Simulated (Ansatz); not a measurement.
Job for Ansatz (a program for electronic structure): R-BLYP/def2-TZVPPD on C3H8Si (a complex). Files ending in .json are basis or fitting sets from the Basis Set Exchange.

Ansatz 0.2 input:
```yaml
crystal:
  periodic: [false, false, false]
  atoms:
    - {symbol: Si, position_ang: [-0.11372650, 0.34635933, 0.25170493]}
    - {symbol: H, position_ang: [1.22810016, 0.62145495, 0.80930205]}
    - {symbol: H, position_ang: [-0.01520119, 0.24655025, -1.22423471]}
    - {symbol: H, position_ang: [-1.03985490, 1.44551966, 0.60097186]}
    - {symbol: H, position_ang: [-0.62711920, -0.93334844, 0.78729461]}
    - {symbol: C, position_ang: [-0.42375985, 0.95045575, 3.81849534]}
    - {symbol: C, position_ang: [0.08142546, -0.24761758, 3.83317170]}
    - {symbol: C, position_ang: [0.58647051, -1.44493366, 3.83492343]}
    - {symbol: H, position_ang: [0.20283028, 1.82340149, 3.67640969]}
    - {symbol: H, position_ang: [-1.48726340, 1.11514267, 3.94692394]}
    - {symbol: H, position_ang: [0.67809623, -2.01427443, 2.91705487]}
    - {symbol: H, position_ang: [0.93076899, -1.91104546, 4.75074729]}
basis:
  gaussian:
    orbitals: def2-TZVPPD.json
hamiltonian:
  xc: {name: BLYP}
scf: {lower_state_search: off}
```

The head of its log:

```
Functional definition: BLYP
[...]
these checks for a lower state are left out or cut short: stability, starts, cluster_reference, orbital_swaps, neighbouring_geometries, increment
integrals: 0.22 GiB planned
1299 factors; their error is unknown
mean field: 1.65 GiB planned
mean field evaluation 1: about -11105.3557 eV, gradient 6.7e1 eV
mean field evaluation 2: about -11093.8690 eV, gradient 9.0e1 eV
```

Problem. What total energy does the run end on?

Solution. -408.5261 hartree.
